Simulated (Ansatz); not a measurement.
PBE exchange is replaced step by step with exact exchange (0 % is PBE, 25 % PBE0; no dispersion term), basis def2-TZVP, Ansatz. System: the cluster Cu₂Ni (the lowest singlet isomer of a short search). Charge 0, multiplicity 1. Geometry: PBE-D4/def2-TZVP.

Geometry of the singlet:

```xyz
3

Ni    0.6422   -1.0514    0.4221
Cu   -0.2623    1.0057    0.8951
Cu   -0.3799    0.0457   -1.3172
```

At PBE-D4/def2-TZVP, PBE0-D4/def2-TZVP the restricted singlet is unstable: a solution with broken spin symmetry lies lower. The restricted singlet is unstable towards broken spin symmetry at other levels; at PBE with 5 % exact exchange/def2-TZVP, PBE with 10 % exact exchange/def2-TZVP, PBE with 15 % exact exchange/def2-TZVP, PBE with 35 % exact exchange/def2-TZVP and others this wasn't settled. The geometry of the singlet was relaxed on an unsound state (restricted singlet, unstable towards broken spin symmetry). The order of the spin states hangs on the level: the triplet lies 0.49 eV below the singlet at PBE0-D4/def2-TZVP, but 0.40 eV above it at PBE-D4/def2-TZVP. The singlet is doubtful at PBE0-D4/def2-TZVP (restricted singlet, unstable towards broken spin symmetry). The singlet is doubtful at PBE-D4/def2-TZVP (restricted singlet, unstable towards broken spin symmetry). The triplet is doubtful at PBE-D4/def2-TZVP (an occupied level 0.00 eV above an empty one). The structure comes from a short search, and lower isomers may exist.

```
exact exchange (%)  HOMO (eV)  LUMO (eV)  gap (eV)
                 0      -3.11      -3.01      0.11
                 5      -3.37      -2.79      0.58
                10      -3.64      -2.58      1.06
                15      -3.91      -2.37      1.54
                25      -4.46      -1.97      2.49
                35      -4.72      -1.59      3.13
                50      -5.15      -1.06      4.09
```
